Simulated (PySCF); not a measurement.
## Electron correlation in Sr²⁺ (strontium, charge +2)

[Kr], closed-shell 1S. Calculation: PySCF 2.14, in def2-QZVPPD with the def2 core potential (28 electrons); a scalar-relativistic core potential. Frozen: nothing; 8 electrons correlated.

| level | correlation energy (mhartree) |
| --- | --- |
| CCSD | -204.67 |
| (T) | -5.10 |
| CCSD(T) | -209.77 |

Diagnostics: T1 = 0.0013, D1 = 0.0030, largest double amplitude 0.023.

Q: Is a single reference adequate?

A: Yes, within this model without spin-orbit coupling: T1 lies below 0.03 and no double amplitude reaches 0.07.

The basis has no tight functions for the innermost shells, so their pair energies are far from complete.

This basis was not built for core-valence correlation, so the inner-shell part is incomplete.
